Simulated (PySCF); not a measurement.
**Löwdin shares of the frontier orbitals**

C₅H₇FO₃.
SMILES with atom numbers: `[O:1]=[C:2]1[O:3][CH2:4][CH:5]([CH2:6][F:7])[CH2:8][O:9]1` (hydrogens: H10, H11 on C4; H12 on C5; H13, H14 on C6; H15, H16 on C8)

Cartesian coordinates in Å at the GFN2-xTB level; atoms count from 1:
```xyz
16
C5H7FO3 angstrom
O      3.4875    0.4315    0.0007
C      2.3184    0.2007    0.0043
O      1.6663    0.0270   -1.1518
C      0.2722   -0.2419   -1.2022
C     -0.4510    0.4038   -0.0228
C     -1.9382    0.0716   -0.0161
F     -2.1247   -1.2854    0.0460
C      0.2570   -0.1263    1.2217
O      1.6519    0.1368    1.1633
H     -0.0670    0.1575   -2.1618
H      0.1123   -1.3275   -1.1922
H     -0.3359    1.4918   -0.0742
H     -2.4348    0.4994    0.8601
H     -2.4241    0.4157   -0.9341
H      0.0962   -1.2080    1.3128
H     -0.0937    0.3624    2.1348
```

The calculation used TDDFT B3LYP/def2-SVPD, vertical, gas phase, core orbitals frozen in the response in PySCF 2.14.0, density-fitted response routines.

Kohn–Sham orbitals with the atoms that hold most of them (Löwdin shares over 4%, at most four atoms; ? is withheld):

```tsv
orbital	ε (eV)	atoms
LUMO+2	0.46	F7 14%, H12 10%, C6 9%, H13 8%
LUMO+1	0.30	C2 16%, O9 8%, O3 8%, H11 8%
LUMO	?	C6 20%, H14 9%, H13 9%, H12 9%
HOMO	-8.10	?
HOMO-1	-8.35	?
HOMO-2	-9.13	O3 30%, O9 30%, C8 7%, C4 7%
HOMO-3	-9.27	O9 22%, O3 22%, C8 11%, C4 11%
```

Which atoms hold the HOMO, and with what shares?

O1 (bonded to C) 76%; C2 (bonded to 3 O) 10%; O9 (bonded to 2 C) 5%; O3 (bonded to 2 C) 5%. By element: oxygen 86%, carbon 10% or more.

Give the leading atoms of the HOMO-1.

O1 (bonded to C) 43%; O9 (bonded to 2 C) 16%; O3 (bonded to 2 C) 16%; C2 (bonded to 3 O) 8%. By element: oxygen 74%, carbon 8% or more.

What is the LUMO energy, and the HOMO–LUMO gap?

ε(LUMO) = -0.12 eV; the gap is 7.97 eV (0.2931 hartree).

The HOMO–LUMO gap is 7.97 eV. Where does the response calculation put the lowest singlet, and from which orbitals?

S1 is at 6.73 eV (f = 0.0001), 1.25 eV below the gap, made of HOMO→LUMO+3 (58%), HOMO→LUMO+1 (32%). Without the coupling terms of the response equations the lowest excitation would equal the gap.

Give energy, strength and leading configuration of S2, S3, S5 and S8, and follow the Löwdin shares of the leading atoms from the occupied to the empty orbital.

- S2 (7.37 eV, f 0.0000), HOMO→LUMO (84%): O1 76% → at most 9%, C2 10% → at most 9%, C6 at most 5% → 20%, H14 at most 5% → 9%
- S3 (7.49 eV, f 0.0061), HOMO-1→LUMO (88%): O1 43% → at most 9%, O9 16% → at most 9%, C6 at most 9% → 20%, H14 at most 9% → 9%
- S5 (7.80 eV, f 0.014), HOMO-1→LUMO+1 (72%): O1 43% → at most 9%, O9 16% → 8%, C2 8% → 16%
- S8 (8.10 eV, f 0.0016), HOMO-2→LUMO (75%): O3 30% → at most 9%, O9 30% → at most 9%, C6 at most 7% → 20%, H14 at most 7% → 9%

One conformer stands for the species.
